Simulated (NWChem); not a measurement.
C4H7 cation

```xyz
11

C     -1.1552     0.8111     0.0014
C     -0.0004     0.0375    -0.0031
C      1.1754     0.7792     0.0030
C     -0.0176    -1.4603    -0.0061
H     -2.1526     0.3545     0.0336
H     -1.1088     1.9060    -0.0192
H      2.1601     0.2954     0.0364
H      1.1594     1.8750    -0.0177
H     -0.9558    -1.8527     0.4073
H      0.0773    -1.8341    -1.0384
H      0.8197    -1.8704     0.5748
```
Atoms are numbered in this order, from 1.

Results from NWChem. The geometry was optimised at PBE0/def2-SVP. Level: M05-2X/def2-SVP with COSMO at NWChem's default radii, gas-phase geometry; the question gives the dielectric constant. Reactions with the solvent are ignored.

Q: Predict the results for dielectric constant 2.0. Quantities: electrostatic solvation energy (kcal/mol).

A: 
```
Quantity                                   Result
-----------------------------------------  ------
electrostatic solvation energy (kcal/mol)   -30.6
```
